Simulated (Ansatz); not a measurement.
An input meant for Cs₄F₃ (charge 0, quartet).

```yaml
crystal:
  periodic: [false, false, false]
  atoms:
    - {symbol: Cs, position_ang: [-0.925518, 2.383171, -1.252028]}
    - {symbol: Cs, position_ang: [-1.671500, -1.129803, 0.905294]}
    - {symbol: Cs, position_ang: [1.344342, -1.546187, -1.970874]}
    - {symbol: Xx, position_ang: [1.914980, 0.739061, 1.959425]}
    - {symbol: F, position_ang: [1.059426, -1.558739, 0.747299]}
    - {symbol: F, position_ang: [-0.643975, 1.421817, 1.288827]}
    - {symbol: F, position_ang: [-1.077755, -0.309310, -1.677942]}
basis:
  gaussian: {orbitals: def2-SVP, final_grid: {core_spheres: 20, valence_spheres: 16, degree: 47}}
magnetization: {spin_polarized: true, initial_magnetization: 3}
hamiltonian: {xc: {name: r2SCANh}, dispersion: d3bj}
scf: {lower_state_search: light}
```

```sh
$ ansatz run in.yaml --threads 4 --pin off --events-out ev --progress --plain --max-ram 4787MiB
```

Shortened log:

```
Error: YAML parse error: error: line 7 column 16: `Xx` is not an element symbol (H … Og, case-exact)
 --> <input>:7:16
5 |     - {symbol: Cs, position_ang: [-1.671500, -1.129803, 0.905294]}
6 |     - {symbol: Cs, position_ang: [1.344342, -1.546187, -1.970874]}
7 |     - {symbol: Xx, position_ang: [1.914980, 0.739061, 1.959425]}
8 |     - {symbol: F, position_ang: [1.059426, -1.558739, 0.747299]}
9 |     - {symbol: F, position_ang: [-0.643975, 1.421817, 1.288827]}
```

(1) Something in this input is off. What?

Results:

(1) An element symbol is wrong. The input was rejected before any iteration.
